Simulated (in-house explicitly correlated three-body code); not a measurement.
Computed with an exponentially correlated three-body code. Model: two electrons around a point charge, non-relativistic, variational in 260 exponentially correlated functions (energies converged to about 1e-7 hartree, or 1e-8 relative for large Z).

Command:
```bash
python run_hyl.py task.json out
```
Settings (lengths in bohr, energies in hartree):
```
Z                      20
screening              12
interaction_strength   1
functions              260
states_tried           1
```

Cost of the run: 4 s on 1 thread of Intel(R) Xeon(R) 6975P-C (Granite Rapids), on a shared host.

**Ground state only, binding against the one-electron ion.**

Given: nuclear charge 20; Yukawa screening of all interactions 12 1/bohr.

Computed: one-electron threshold -42.454363 hartree.

```tsv
term	energy (hartree)	binding (eV)
1 1S	-81.3752839	1059.1
```

**Converged states only, values per electron or pair (inverse distances are <exp(-kr)/r>).**

```tsv
term	mean r (bohr)	mean r squared (bohr²)	mean inverse r (1/bohr)	mean r12 (bohr)	mean inverse r12 (1/bohr)	mean cosine	mean p1 dot p2 (bohr⁻²)	delta r1 (bohr⁻³)	delta r12 (bohr⁻³)
1 1S	0.10089	0.014484	8.5675	0.14959	3.4333	-0.0049721	1.2311	1622.8	153.28
```

**Static dipole response.**

| state | polarisability (bohr³) |
| --- | --- |
| 1 1S | 0.00023808 |
